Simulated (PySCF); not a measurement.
An unknown is described by computed data only.

Formula: C6H13NSi.

| Quantity | Value |
| --- | --- |
| Valence photoelectron | vertical ionisation energy: 7.94 eV [ΔSCF wB97X-D/def2-SVPD] |
| XPS | Si2p3/2 106.3, C1s 289.9, C1s 290.4 (×2), C1s 290.5, C1s 291.1, C1s 291.2, N1s 403.9, Si1s 1846.2 eV [ΔSCF SCAN, pcX-2 on the ionised atom, pcseg-1 elsewhere, spin-free X2C, 2p3/2 from a spin–orbit splitting computed afterwards within the 2p shell] |
| 1H NMR | chemical shifts (computed TMS as zero) by class: 4.66 (2 H), 2.68 (2 H), 2.18 (1 H), 1.83 (2 H), 0.80 (2 H), 0.47 (2 H), 0.43 (2 H) ppm [GIAO B97-2/pcSseg-1] |
| Triplet | lowest triplet excitation (Tamm–Dancoff): 5.90 eV [TDA wB97X-D/def2-SVPD] |
| Rotational structure | rotational constants A, B, C: 3.367, 1.232, 0.990 GHz [PBE0-D3(BJ)/def2-SVP] |
| 13C NMR | chemical shifts (computed TMS as zero) by class: 52.5 (1 C), 29.8 (1 C), 29.0 (1 C), 9.7 (1 C), 8.6 (2 C) ppm [GIAO B97-2/pcSseg-1] |

Gas-phase values; electronic properties from PySCF, density fitting. Levels stand in brackets. One conformer (not necessarily the lowest) at the PBE0-D3(BJ)/def2-SVP geometry, without solvent, vibrations or thermal averaging. NMR classes are plain means over equivalent atoms (diastereotopic ones count apart unless rotation or inversion swaps them), as if these changed places fast.

Question: Give a SMILES that accounts for the data.

Answer: Numbering: `[CH2:1]1[CH2:2][SiH2:3][N:4]([CH:5]2[CH2:6][CH2:7]2)[CH2:8]1`. Its formula, C6H13NSi, gives 2 degrees of unsaturation: 2 rings and 0 π bonds in the structure found. 6 carbons fall into 5 classes; from least to most shielded: ring sp3 carbon bound to nitrogen [C8] (52.5 ppm), ring sp3 carbon bound to nitrogen [C5] (29.8 ppm), ring CH2 carbon [C1] (29.0 ppm), ring sp3 carbon bound to silicon [C2] (9.7 ppm), three-membered-ring carbon [C6/C7] (8.6 ppm, 2 C). Hydrogen classes from least to most shielded: 2 H on an SiH2 silicon, Si3 (4.66 ppm), 2 H on an sp3 carbon bound to nitrogen, C8 (2.68 ppm), 1 H on an sp3 carbon bound to nitrogen, C5 (2.18 ppm), 2 H on a ring CH2 carbon, C1 (1.83 ppm), 2 H on an sp3 carbon bound to silicon, C2 (0.80 ppm), 2 H on 2 three-membered-ring carbons, C6/C7 (0.47 ppm), 2 H on 2 three-membered-ring carbons, C6/C7 (0.43 ppm). The core levels belong to: Si2p3/2 106.3 eV, SiH2 silicon [Si3]; C1s 289.9 eV, sp3 carbon bound to silicon [C2]; C1s 290.4 eV, three-membered-ring carbon [C6/C7]; C1s 290.5 eV, ring CH2 carbon [C1]; C1s 291.1 eV, sp3 carbon bound to nitrogen [C8]; C1s 291.2 eV, sp3 carbon bound to nitrogen [C5]; N1s 403.9 eV, silicon-bound nitrogen [N4]; Si1s 1846.2 eV, SiH2 silicon [Si3]. One atom of each topological class was ionised and stands for its class. The first electron is taken from the HOMO, whose largest Löwdin shares are 0.49 on the silicon-bound nitrogen, 0.08 on each of 2 atoms of one kind (sp3 carbon bound to nitrogen) and 0.08 on a three-membered-ring carbon. The optimised geometry has point group C1 and is an asymmetric top. Structure: `C1C[SiH2]N(C2CC2)C1`. Computed isomers that give other values at the same levels: `C=C(C)[C@H]1CN[SiH2]C1` (rotational constant A: 2.808 GHz; this holds for the one conformer computed); `C=CCN1CCC[SiH2]1` (13C chemical shifts (computed TMS as zero) by class: 145.5 (1 C), 120.6 (1 C), 53.3 (1 C), 50.1 (1 C), 29.3 (1 C), 10.7 (1 C) ppm). The assignments are read from this structure; whether some other isomer fits the data as well wasn't checked.
